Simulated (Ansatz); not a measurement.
`N[B]([SiH3])[SbH2]` from Hartree–Fock to CCSD(T)

Z-matrix (Å, degrees):
```
Si
B 1 2.016
H 1 1.491 2 111.0
H 1 1.490 2 110.7 3 -119.0
H 1 1.495 2 112.1 3 120.6
Sb 2 2.260 1 120.2 3 52.9
N 2 1.386 1 120.3 3 -123.6
H 6 1.706 2 92.6 1 61.5
H 6 1.713 2 93.7 1 153.9
H 7 1.008 2 124.0 1 -178.3
H 7 1.009 2 122.9 1 0.2
```

Total charge 0; spin multiplicity 1. Correlated methods include outer-core shells of Sb, which these sets cover unevenly. Sb takes the def2 core potential. The geometry is a stationary point of PBE0-D4/def2-TZVP. It is one conformer, not always the lowest. Frozen core, restricted reference, Ansatz 0.2.0.

| basis | HF (Eh) | MP2 corr. |
| --- | --- | --- |
| def2-SVP | -611.25611 | -0.48343 |
| def2-TZVPP | -611.46034 | -0.80281 |
| def2-QZVPP | -611.47483 | -1.07276 |

Question: Estimate the CCSD correlation energy and the (T) correction in each basis where they were run (hartree).

Answer: 
```tsv
basis	CCSD corr.	(T)
def2-SVP	-0.54478	-0.01685
def2-TZVPP	-0.84202	-0.03006
```
